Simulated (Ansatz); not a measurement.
Ansatz (an electronic-structure program) input:

Ansatz 0.2 input:
```yaml
crystal:
  periodic: [false, false, false]
  atoms:
    - {symbol: Ta, position_ang: [0.01867734, 0.00040845, 0.00123269]}
    - {symbol: H, position_ang: [-0.87375199, -0.63701980, 1.37772159]}
    - {symbol: H, position_ang: [-0.86491936, 1.41459146, 0.56409135]}
    - {symbol: H, position_ang: [-0.72092265, -1.44927207, -0.66875596]}
    - {symbol: H, position_ang: [-0.71209002, 0.60233918, -1.48238620]}
    - {symbol: H, position_ang: [1.80823832, 0.03954417, 0.11934263]}
basis:
  gaussian:
    orbitals: def2-TZVP
hamiltonian:
  xc: {name: r2SCAN}
relax: {f_tol: 0.003, max_steps: 100}
```

Which total energy does the run end on?

-59.91529 Eh (r2SCAN/def2-TZVP). The basis has 70 functions.
